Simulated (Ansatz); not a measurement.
Gas-phase electronic energies from Ansatz, PBE0-D4/def2-TZVP geometries. CBS: MP2 limit from def2 TZ/QZ plus the TZ coupled-cluster correction, frozen cores. This one scheme is used for every species. Functionals use def2-TZVPP. B3LYP here is the variant with VWN-RPA as its local correlation; programs differ in this. Elements past krypton have def2 core potentials. For In outer-core shells are correlated without core-valence functions, which leaves a few kJ/mol of doubt a bond. Each species was taken in one conformer, which may not be the lowest.

`CBBO` + `[NH2][InH2]` → `CB[BH][InH][NH2]` + H₂O  (formal exchange of groups at a B–O bond)

`CBBO`:

Cartesian coordinates in Å:
```
C 0.698 0.069 1.316
B 0.608 0.000 -0.240
B -0.753 0.404 -1.140
O -1.785 -0.396 -1.521
H 1.667 0.413 1.687
H -0.105 0.606 1.825
H 0.631 -0.985 1.639
H 1.605 -0.352 -0.821
H -0.863 1.548 -1.516
H -1.702 -1.307 -1.230
```

`[NH2][InH2]`:

Z-matrix (Å, degrees):
```
N
In 1 2.007
H 1 1.006 2 124.3
H 1 1.006 2 124.3 3 -179.6
H 2 1.712 1 115.0 3 -0.2
H 2 1.712 1 115.0 3 179.8
```

`CB[BH][InH][NH2]`:

Z-matrix (Å, degrees):
```
C
B 1 1.569
H 1 1.095 2 111.0
H 1 1.090 2 115.7 3 -124.6
H 1 1.098 2 107.6 3 114.4
B 2 1.600 1 130.4 3 122.2
H 2 1.214 1 116.8 3 -50.8
In 6 2.269 2 108.7 1 -87.7
H 6 1.194 2 135.4 1 97.1
N 8 2.019 6 116.2 2 79.6
H 8 1.722 6 131.7 2 -97.9
H 10 1.007 8 122.5 6 168.2
H 10 1.007 8 123.7 6 10.0
```

H₂O:

Z-matrix (Å, degrees):
```
O
H 1 0.960
H 1 0.960 2 105.1
```

| level | ΔE (kcal/mol) |
| --- | --- |
| BLYP-D4 | 24.6 |
| r2SCAN-D4 | 24.2 |
| B3LYP-D4 | 25.6 |
| r2SCAN0-D4 | 25.1 |
| ωB97X-V | 27.3 |
| r2SCAN | 24.5 |
| B3LYP | 27.1 |
| RPA@PBE/def2-TZVPP | 25.5 |

Q: What does CCSD(T)/CBS give? (Estimate.)

A: Ansatz gave: +23.3 kcal/mol. The listed levels differ from it by 1.3, 0.9, 2.3, 1.8, 4.0, 1.2, 3.8, 2.2 kcal/mol.

Q: What do rigid-rotor, harmonic-oscillator terms from PBE0-D4/def2-TZVP frequencies (298.15 K, 1 bar) make of the CCSD(T)/CBS value? (Best estimate.)

A: Ansatz gave: ΔZPE = +0.1 kcal/mol, ΔH = +24.5 kcal/mol, ΔS = 12 J/(mol·K), ΔG = +23.7 kcal/mol. Modes under 50 cm⁻¹ make the entropy rough.

Largest T1 diagnostic among the species: 0.016.

From BLYP to BHLYP (50 % exact exchange), in def2-TZVPP and without D4, ΔE moves by +2.7 kcal/mol. At CCSD(T), def2-SVP lies +9.3 kcal/mol from the extrapolated value and def2-TZVPP +1.7 kcal/mol.
